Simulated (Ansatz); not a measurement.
Basis sets compared for H2Te3 (Te₃H₂). Total charge 0; singlet. Geometry PBE0-D4/def2-SVP. Ansatz on 4 threads of AMD EPYC 9B45 on a shared host; times are rough, and most runs start from earlier orbitals.

```
atom   x (Å)   y (Å)   z (Å)
 Te1   0.855   1.201   1.597
 Te2  -0.836   0.957  -0.521
 Te3  -0.507  -1.603  -1.383
  H4   2.164   1.690   0.684
  H5  -1.675  -2.245  -0.378
```

In the def2 sets Te takes a core potential; there is no spin–orbit coupling.

Binding counts from free atoms (Te triplet, H doublet) in the same basis, without a counterpoise term.

```tsv
level	functions	energy (Eh)	HOMO (eV)	LUMO (eV)	binding per atom (eV)	wall time
PBE-D4/def2-SVP	88	-805.2773	-5.40	-3.03	2.12	0.3 s
PBE-D4/def2-TZVP	162	-805.3137	-5.50	-3.08	2.15	0.5 s
r2SCAN-D4/def2-TZVP	162	-805.6404	-5.74	-2.99	2.04	0.95 s
PBE0-D4/def2-SVP	88	-805.3286	-6.42	-2.39	2.01	0.55 s
PBE0-D4/def2-TZVP	162	-805.3634	-6.48	-2.41	2.05	0.85 s
```

Question: Estimate the rows for PBE-D4/def2-TZVPD, r2SCAN-D4/def2-TZVPD, PBE0-D4/def2-TZVPD.

Answer: 
```csv
level,functions,energy (Eh),HOMO (eV),LUMO (eV),binding per atom (eV),wall time
PBE-D4/def2-TZVPD,195,-805.3148,-5.52,-3.12,2.15,0.8 s
r2SCAN-D4/def2-TZVPD,195,-805.6415,-5.76,-3.02,2.05,1.3 s
PBE0-D4/def2-TZVPD,195,-805.3644,-6.50,-2.44,2.06,1.2 s
```
